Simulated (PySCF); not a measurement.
## Name the molecule from its bond curve

A diatomic of charge 0 contains Tl. Its quartet curve at B3LYP in a double-zeta basis (scalar-relativistic core potentials, PySCF), in eV from the separated fragments:

R (Å), E (eV) and a bar:
```
    1.980     -1.915 ##############################
    2.072     -2.258 ##############
    2.164     -2.454 #####
    2.233     -2.529 #
    2.302     -2.559 
    2.371     -2.552 
    2.463     -2.500 ###
    2.578     -2.389 ########
    2.716     -2.213 ################
    2.901     -1.947 #############################
```

The fit gives ωe = 410 cm⁻¹ and the rotational constant Bₑ = 0.2761 cm⁻¹.

Problem. Which atom is the partner?

Solution. The minimum lies at 2.321 Å, so the reduced mass is 16.8576 u Å² cm⁻¹/(Bₑ·Re²) = 11.33 u. With Tl at 204.97 u the partner weighs about 12.0 u: C. The molecule is TlC.

Spin–orbit coupling is left out, which matters for elements this heavy, above all for dissociation energies. The state was picked by a PBE0 search and need not be the measured ground state.
